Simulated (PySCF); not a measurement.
A calculated (B3LYP, PySCF 2.14, cc-pVDZ-DK, scalar relativity by spin-free X2C-1e) atom or ion has these occupied shells.

```json
{"shell": "1s", "electrons": "2", "orbital energy (eV)": "-3144.2", "rms radius, mean of both spins (bohr)": "0.0991"}
{"shell": "2s", "electrons": "2", "orbital energy (eV)": "-305.16", "rms radius, mean of both spins (bohr)": "0.449"}
{"shell": "2p", "electrons": "6", "orbital energy (eV)": "-236.33", "rms radius, mean of both spins (bohr)": "0.419"}
{"shell": "3s", "electrons": "2", "orbital energy (eV)": "-26.409", "rms radius, mean of both spins (bohr)": "1.51"}
{"shell": "3p", "electrons": "6", "orbital energy (eV)": "-11.407", "rms radius, mean of both spins (bohr)": "1.80"}
```

Q: Name the element and its charge.

A: Ar (argon, neutral), in [Ar], closed-shell 1S.
